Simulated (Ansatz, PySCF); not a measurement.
System: C$_{5}$H$_{3}$O$_{2}$ (charge 0, doublet). It need not be the lowest isomer of its formula. 
Structure (B3LYP-D3(BJ)/def2-TZVP (Ansatz, an electronic-structure program) minimum search):
SMILES: O=[C]c1ccco1
```xyz
10

C     -1.9556     0.2534     0.2470
C     -1.4525    -1.0136     0.2931
O     -0.1206    -1.0167     0.1094
C      0.2614     0.3004    -0.0635
C     -0.8449     1.1028     0.0161
C      1.6351     0.6409    -0.2843
O      2.6056    -0.0382    -0.3564
H     -2.9873     0.5366     0.3637
H     -1.9126    -1.9754     0.4444
H     -0.8413     2.1750    -0.0822
```
Charge 0, spin multiplicity 2.

Dipole moments at this geometry, in debye (magnitudes).

```
level                 program  dipole (D)
--------------------  -------  ----------
HF/def2-TZVPD           PySCF        4.72
PBE/def2-TZVPD         Ansatz        4.12
revPBE/def2-TZVPD      Ansatz        4.09
r2SCAN/def2-TZVPD      Ansatz        4.26
B3LYP/def2-TZVPD       Ansatz        4.29
PBE0/def2-TZVPD        Ansatz        4.26
TPSSh/def2-TZVPD        PySCF        4.23
r2SCANh/def2-TZVPD     Ansatz        4.30
M06-2X/def2-TZVPD       PySCF        4.22
HSE06/def2-TZVPD       Ansatz         [?]
CAM-B3LYP/def2-TZVPD   Ansatz        4.29
LC-wPBE/def2-TZVPD     Ansatz        4.15
wB97X-V/def2-TZVPD     Ansatz         [?]
```

**Question.** Some entries are withheld; supply them.

**Answer.** 
- HSE06/def2-TZVPD, dipole (D): 4.26
- wB97X-V/def2-TZVPD, dipole (D): 4.17
